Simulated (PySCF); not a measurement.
# Reading the logs of faulty runs: AlBGeH6N

Calculated results; nothing here was measured. They come from PySCF 2.14.0, an open-source quantum chemistry program, on an isolated molecule that a program drew, which may never have been made. The molecule is AlBGeH6N (charge 0, doublet), drawn as the SMILES string `[BH][GeH2][NH][AlH2]`.

Each row is a Hartree-Fock (HF) and frozen-core CCSD(T) single point in the cc-pV(D+d)Z basis, meant for a local HF minimum. Run 1 is clean. Each other run has one planted mistake out of seven kinds, and not every kind appears here: one electron removed, one electron added, multiplicity raised by two, geometry at a saddle point, minimal basis STO-3G, one bond length entered in bohr, all coordinates scaled. The reference is restricted for singlets and unrestricted otherwise, and also for a bond in bohr. Adding or removing an electron swaps singlet and doublet. Electrons count all cores. HOMO and LUMO are orbital energies over both spins, the gradient is its largest component, and the lowest frequency (negative if imaginary) is given only where the gradient is small. Bond lengths are over the 9 bonds as drawn. T1 is the CCSD diagnostic: over 0.02 (restricted) or 0.045 (unrestricted) a single reference is doubtful. Germanium has the cc-pVDZ-PP basis, with a core potential (ECP10MDF) in place of its 10 inner electrons, and its 3s, 3p and 3d shells are frozen in CCSD(T).

Geometry of the clean run:
```xyz
10
AlBGeH6N, angstrom
B    -0.7939    3.1051    0.3659
Ge   -0.5035    1.0525    0.3845
N     1.2792    0.6324    0.6448
Al    2.0655   -0.6084    1.6421
H    -1.7433    3.8098    0.5437
H    -0.9949    0.5216   -0.9774
H    -1.2833    0.3352    1.4941
H     1.8818    1.2279    0.0992
H     3.6422   -0.7067    1.6233
H     1.1664   -1.5648    2.5174
```

| run | electrons | basis functions | <S^2> | HOMO (eV) | LUMO (eV) | gradient (hartree/bohr) | lowest frequency (cm^-1) | mean bond (Å) | longest bond (Å) | T1 | HF (hartree) | CCSD(T) (hartree) | mistake |
|---|---|---|---|---|---|---|---|---|---|---|---|---|---|
| 1 | 63 | 104 | 0.757 | -8.99 | 1.09 | 2.0e-05 | 48 | 1.5707 | 2.073 | 0.0152 | -617.87335 | -618.33242 | no fault |
| 2 | 63 | 104 | 0.757 | -9.00 | 0.97 | 3.9e-02 | - | 1.7104 | 2.258 | 0.0183 | -617.81577 | -618.28956 | all coordinates scaled |
| 3 | 62 | 104 | 0.000 | -14.55 | -6.51 | 5.5e-02 | - | 1.5707 | 2.073 | 0.0189 | -617.58815 | -618.03910 | one electron removed |
| 4 | 63 | 104 | 1.514 | -9.01 | 1.06 | 1.7e-02 | - | 1.6703 | 2.073 | 0.0595 | -617.73681 | -618.19224 | ? |
| 5 | 64 | 104 | 0.000 | -0.15 | 5.14 | 4.6e-02 | - | 1.5707 | 2.073 | 0.0214 | -617.83043 | -618.33139 | ? |

**Which mistake was planted in run 4, and what did it cost?**

The mean bond changes by a factor of 1.063 and the longest by 1.000, so the molecule wasn't scaled as a whole. A length L in bohr read as angstrom grows by (1/0.5292 - 1) L = 0.890 L. The 9 bonds together grew by 9 x 0.0996 = 0.896 Å, which gives L = 1.008 Å. That is bond N3-H8, 1.008 Å in the clean geometry. So the mistake is: one bond length entered in bohr. Subtracting run 1 and multiplying by 627.51 kcal/mol a hartree, the energy moved by 85.7 kcal/mol in HF and 88.0 kcal/mol in CCSD(T).

**Which mistake was planted in run 5, and what did it cost?**

It counts 64 electrons, one more than the clean run, at the same geometry and basis. So the mistake is: one electron added. Subtracting run 1 and multiplying by 627.51 kcal/mol a hartree, the energy moved by 26.9 kcal/mol in HF and 0.6 kcal/mol in CCSD(T).

Cautions from the logs. Run 4: T1 is over the limit, so its CCSD(T) energy is less reliable; run 5: T1 is over the limit, so its CCSD(T) energy is less reliable and the added electron raises the CCSD(T) energy, so it isn't bound in this basis.
